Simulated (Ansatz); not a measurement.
Species: GaCl$_{3}$, charge 0, multiplicity 1. 
Structure (B3LYP-D3(BJ)/def2-TZVP (Ansatz, an electronic-structure program) minimum search):
```xyz
4

Cl    -0.6157     2.0355     0.0507
Ga     0.0000     0.0000     0.0000
Cl    -1.4555    -1.5509    -0.0352
Cl     2.0712    -0.4846    -0.0155
```

Total electronic energies in hartree. Correlated levels leave the core frozen unless marked. Spin-orbit coupling is left out. The frozen core is the preceding noble-gas configuration, with the filled d and f shells of earlier blocks. Non-relativistic. CBS(X,Y): correlation extrapolated as X^-3; Hartree-Fock from the larger set.

```csv
level,program,energy (Eh)
HF/def2-TZVPPD,Ansatz,-3301.97255
PBE/def2-TZVPD,Ansatz,-3304.81115
PBE0-D3(BJ)/def2-TZVPD,Ansatz + dftd3,-3304.96618
PBE0-D4/def2-TZVPD,Ansatz + dftd4,-3304.96668
HSE06-D3(BJ)/def2-TZVPD,Ansatz + dftd3,[?]
B2GP-PLYP-D4/def2-TZVPD,Ansatz + dftd4,-3304.58329
B2GP-PLYP/def2-TZVPD,Ansatz,-3304.58086
"MP2/CBS(def2-TZVPPD,def2-QZVPPD)",Ansatz,-3302.7852
RI-MP2/def2-QZVPPD,Ansatz,-3302.74049
"RI-MP2/CBS(def2-TZVPP,def2-QZVPP)",Ansatz,-3302.7865
SCS-MP2/def2-TZVPPD,Ansatz,-3302.59103
SCS-MP2/def2-QZVPPD,Ansatz,-3302.73460
CCSD/6-31G*,Ansatz,-3302.06770
CCSD/def2-TZVPP,Ansatz,-3302.64662
"CCSD(T)/CBS(def2-TZVPPD,def2-QZVPPD)",Ansatz,-3302.8646
```

Problem. What belongs in the gaps?

Solution. 
- HSE06-D3(BJ)/def2-TZVPD, energy (Eh): -3304.94288
